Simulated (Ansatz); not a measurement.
Steps of a relaxation of CH7AlOSSi with RKS PBE-D4/def2-SVP.

```sh
$ ansatz run in.yaml --threads 4 --pin off --events-out ev --progress --plain --max-ram 10444MiB
```

```yaml
crystal:
  periodic: [false, false, false]
  atoms:
    - {symbol: O, position_ang: [-1.000500, 0.724400, 1.445700]}
    - {symbol: C, position_ang: [-0.632200, -0.295500, 0.623700]}
    - {symbol: Si, position_ang: [1.162000, -0.582900, 0.886800]}
    - {symbol: Al, position_ang: [-0.844900, 0.159100, -1.306600]}
    - {symbol: S, position_ang: [0.110400, 1.946000, -2.227500]}
    - {symbol: H, position_ang: [-2.040900, 0.748300, 1.453600]}
    - {symbol: H, position_ang: [-1.151300, -1.222600, 0.886900]}
    - {symbol: H, position_ang: [1.686700, -1.685100, 0.052700]}
    - {symbol: H, position_ang: [1.431100, -0.896000, 2.356900]}
    - {symbol: H, position_ang: [1.949200, 0.631400, 0.574200]}
    - {symbol: H, position_ang: [-1.857200, -0.784900, -2.184900]}
    - {symbol: H, position_ang: [1.264700, 1.202600, -2.527600]}
basis:
  gaussian: {orbitals: def2-SVP}
hamiltonian: {xc: pbe, dispersion: d4}
relax: {f_tol: 0.03, max_steps: 200}
```

Positions (Å) and forces (eV/Å) along the path, 11 of 23 steps:

```xyz
12
step=1 energy=-28481.1758 eV
O    -1.000    0.724    1.446   -3.576    2.527    1.861
C    -0.632   -0.295    0.624    0.266   -1.376   -1.933
Si    1.162   -0.583    0.887    1.064   -0.155    1.240
Al   -0.845    0.159   -1.307   -0.469   -0.517   -0.460
S     0.110    1.946   -2.228    0.714   -0.384   -0.186
H    -2.041    0.748    1.454    2.500    0.186    0.117
H    -1.151   -1.223    0.887   -0.246   -0.906   -0.125
H     1.687   -1.685    0.053    0.051   -0.447   -0.395
H     1.431   -0.896    2.357    0.009   -0.027   -0.271
H     1.949    0.631    0.574    0.186    0.369   -0.174
H    -1.857   -0.785   -2.185    0.233    0.292    0.078
H     1.265    1.203   -2.528   -0.731    0.438    0.247
12
step=2 energy=-28481.4992 eV
O    -1.027    0.767    1.453   -1.336    0.909    0.558
C    -0.613   -0.286    0.613   -0.071   -0.713   -0.813
Si    1.205   -0.577    0.943    0.505   -0.015    0.293
Al   -0.887    0.103   -1.338   -0.061    0.045   -0.098
S     0.061    1.921   -2.211    0.298   -0.165   -0.115
H    -2.021    0.823    1.429    0.933   -0.020    0.050
H    -1.124   -1.250    0.835   -0.104   -0.230    0.131
H     1.679   -1.697    0.060   -0.007   -0.126   -0.108
H     1.486   -0.934    2.388   -0.033    0.021   -0.136
H     1.990    0.649    0.589    0.071    0.066   -0.005
H    -1.875   -0.754   -2.284    0.061    0.016    0.130
H     1.203    1.181   -2.445   -0.255    0.213    0.112
12
step=7 energy=-28481.8167 eV
O    -1.018    0.832    1.287   -0.018   -0.022   -0.073
C    -0.583   -0.337    0.537    0.062   -0.072   -0.082
Si    1.259   -0.591    0.900    0.016   -0.023   -0.068
Al   -0.970    0.016   -1.402   -0.002   -0.010    0.143
S     0.092    1.621   -2.462    0.473   -0.095    0.055
H    -1.992    0.822    1.317   -0.041   -0.013    0.031
H    -1.092   -1.275    0.873   -0.027    0.028    0.045
H     1.724   -1.764    0.071    0.001    0.007    0.014
H     1.547   -0.861    2.353   -0.013    0.008    0.007
H     2.041    0.624    0.481    0.024    0.011   -0.012
H    -2.181   -0.652   -2.207   -0.041    0.054    0.038
H     1.251    1.510   -1.715   -0.434    0.126   -0.097
12
step=8 energy=-28481.8735 eV
O    -1.045    0.804    1.249   -0.042    0.058   -0.083
C    -0.565   -0.361    0.510   -0.059   -0.097   -0.058
Si    1.276   -0.578    0.898    0.039   -0.012   -0.030
Al   -0.996    0.043   -1.406    0.047   -0.029    0.119
S     0.188    1.513   -2.534    0.199   -0.041    0.064
H    -2.016    0.737    1.326    0.022   -0.054    0.019
H    -1.062   -1.305    0.848    0.009    0.039    0.012
H     1.774   -1.768    0.115   -0.012    0.016    0.009
H     1.537   -0.796    2.365   -0.012    0.000   -0.004
H     2.054    0.636    0.463    0.011    0.015   -0.017
H    -2.306   -0.507   -2.148    0.007    0.075    0.040
H     1.238    1.528   -1.650   -0.208    0.029   -0.071
12
step=10 energy=-28481.9039 eV
O    -1.103    0.788    1.152   -0.470    0.035   -0.029
C    -0.555   -0.396    0.477    0.048   -0.184   -0.055
Si    1.291   -0.546    0.882   -0.017   -0.032   -0.011
Al   -1.024    0.076   -1.400    0.002   -0.037    0.044
S     0.338    1.359   -2.573    0.174    0.049    0.332
H    -2.050    0.606    1.344    0.368    0.057   -0.028
H    -1.033   -1.340    0.838    0.024    0.062   -0.017
H     1.819   -1.745    0.134   -0.003    0.022    0.018
H     1.545   -0.718    2.357    0.006    0.013   -0.013
H     2.044    0.674    0.416   -0.009    0.002    0.013
H    -2.450   -0.321   -2.049    0.191    0.126    0.075
H     1.254    1.509   -1.546   -0.314   -0.114   -0.329
12
step=11 energy=-28481.9270 eV
O    -1.131    0.780    1.108   -0.519    0.027   -0.010
C    -0.549   -0.412    0.472    0.145   -0.240   -0.093
Si    1.296   -0.537    0.888   -0.009   -0.002    0.006
Al   -1.028    0.094   -1.389    0.039    0.019    0.018
S     0.349    1.347   -2.583    0.084   -0.007    0.314
H    -2.061    0.558    1.342    0.374    0.109   -0.039
H    -1.024   -1.354    0.836   -0.001    0.044   -0.017
H     1.844   -1.731    0.146   -0.012    0.019    0.018
H     1.558   -0.696    2.363   -0.009    0.005   -0.005
H     2.033    0.691    0.420   -0.007    0.003    0.000
H    -2.469   -0.236   -2.018    0.091    0.073    0.070
H     1.258    1.442   -1.551   -0.176   -0.050   -0.261
12
step=15 energy=-28482.1231 eV
O    -1.168    0.733    0.706   -0.377   -0.219    0.215
C    -0.449   -0.599    0.387    0.094    0.000    0.014
Si    1.347   -0.571    0.970   -0.079   -0.034   -0.020
Al   -1.104    0.253   -1.268    0.014   -0.057   -0.039
S     0.199    1.533   -2.517    0.050   -0.042    0.095
H    -1.996    0.533    1.206    0.350    0.159   -0.188
H    -1.033   -1.453    0.793    0.027    0.087   -0.075
H     2.014   -1.783    0.370   -0.019    0.036    0.035
H     1.517   -0.610    2.470   -0.014    0.018   -0.033
H     2.023    0.671    0.454    0.004   -0.015    0.002
H    -2.584   -0.060   -1.783    0.044    0.039    0.054
H     1.310    1.297   -1.754   -0.093    0.028   -0.061
12
step=17 energy=-28482.1335 eV
O    -1.152    0.695    0.697    0.022    0.061    0.022
C    -0.427   -0.617    0.357    0.004   -0.066   -0.057
Si    1.349   -0.590    0.976    0.064    0.018    0.036
Al   -1.098    0.261   -1.274   -0.034    0.016   -0.079
S     0.153    1.597   -2.510   -0.004   -0.020    0.017
H    -1.962    0.510    1.210   -0.032    0.004    0.059
H    -1.023   -1.480    0.719    0.027   -0.004   -0.007
H     2.020   -1.858    0.510   -0.053    0.034    0.020
H     1.457   -0.491    2.479    0.005   -0.012   -0.023
H     2.082    0.588    0.386   -0.028   -0.027    0.010
H    -2.594   -0.019   -1.745   -0.004   -0.021    0.006
H     1.271    1.349   -1.771    0.034    0.017   -0.003
12
step=19 energy=-28482.1359 eV
O    -1.146    0.698    0.699   -0.015   -0.019   -0.035
C    -0.422   -0.617    0.345   -0.014    0.031    0.006
Si    1.349   -0.591    0.980    0.004   -0.014    0.006
Al   -1.103    0.264   -1.282    0.007    0.001    0.008
S     0.145    1.604   -2.516    0.001   -0.007    0.008
H    -1.943    0.515    1.234    0.009    0.001    0.018
H    -1.015   -1.482    0.704   -0.001    0.000   -0.001
H     2.000   -1.871    0.531    0.008    0.002    0.000
H     1.446   -0.486    2.483   -0.005    0.000   -0.007
H     2.090    0.577    0.387    0.006    0.000   -0.001
H    -2.595   -0.039   -1.751    0.000    0.001    0.001
H     1.270    1.374   -1.780   -0.001    0.005   -0.003
12
step=21 energy=-28482.1360 eV rejected
O    -1.146    0.700    0.679    0.028   -0.043    0.002
C    -0.424   -0.619    0.340    0.059    0.102   -0.004
Si    1.348   -0.595    0.979   -0.022   -0.007   -0.003
Al   -1.106    0.252   -1.293   -0.056   -0.008    0.038
S     0.137    1.612   -2.505    0.039    0.012   -0.030
H    -1.913    0.534    1.262   -0.011    0.004   -0.002
H    -1.020   -1.477    0.705   -0.042   -0.061    0.009
H     2.002   -1.876    0.536    0.000   -0.001    0.003
H     1.438   -0.485    2.481    0.000    0.000   -0.003
H     2.095    0.569    0.385   -0.001    0.001   -0.003
H    -2.595   -0.058   -1.770    0.020   -0.005   -0.002
H     1.261    1.386   -1.765   -0.013    0.006   -0.005
12
step=23 energy=-28482.1366 eV
O    -1.145    0.699    0.685   -0.003   -0.006    0.003
C    -0.421   -0.615    0.339    0.013    0.008    0.017
Si    1.348   -0.596    0.981   -0.007    0.000    0.001
Al   -1.107    0.259   -1.288   -0.012    0.003   -0.013
S     0.136    1.607   -2.519    0.001    0.000   -0.001
H    -1.914    0.530    1.266    0.008    0.002   -0.008
H    -1.018   -1.478    0.694   -0.005   -0.009   -0.001
H     2.001   -1.879    0.542   -0.001   -0.002    0.001
H     1.433   -0.485    2.483    0.003   -0.001    0.001
H     2.100    0.566    0.388    0.001    0.002   -0.002
H    -2.593   -0.058   -1.766    0.001    0.001    0.000
H     1.258    1.395   -1.773    0.000    0.002    0.000
```

Hardware: 4 threads of an Arm Neoverse V1 on a shared host. Wall time 40 s, peak host memory 0.2 GiB.
